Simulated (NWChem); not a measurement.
System: SbH2O2Br; SMILES [OH][Sb]([OH])[Br]

Here is an NWChem input.

```
start job
memory heap 200 mb stack 900 mb global 1100 mb
geometry units angstroms
  Sb     0.257509     0.540760     0.612739
  Br    -0.658624    -1.384040    -0.740842
  O     -0.581710     1.907067    -0.462927
  H     -1.507102     2.060897    -0.284308
  O      1.846493     0.751306    -0.464321
  H      2.549592     0.130018    -0.286637
end
basis spherical
  * library def2-svp
end
ecp
  Sb library def2-ecp
end
dft
  xc xpbe96 cpbe96
  disp vdw 4
  iterations 150
end
driver
  maxiter 120
end
task dft optimize
dft
  grid fine
  convergence energy 1d-8 density 1d-7
end
task dft freq numerical
```

This build's default masses of Se (78.918 u) and Br (79.917 u) are each other's, which moves their modes by up to 0.6 %. def2 effective core potentials on Sb; no spin-orbit coupling. The optimisation ended at a saddle point (imaginary frequency).

The level has its own optimisation; frequencies are unscaled.

Q: Predict the main results of this run. (PBE-D3(BJ)/def2-SVP with def2 effective core potentials on Sb.) Quantities: r Br–Sb (Å); r O–Sb (Å); r H–O (Å); highest harmonic frequency (cm⁻¹); lowest (cm⁻¹); zero-point energy (kcal/mol).

A: The r Br–Sb (Å) comes out as 2.587, the r O–Sb (Å) is 1.999 and the r H–O (Å) is 0.979. The highest harmonic frequency (cm⁻¹) is 3694 and the lowest (cm⁻¹) is -156. The zero-point energy (kcal/mol) comes out as 16.0.
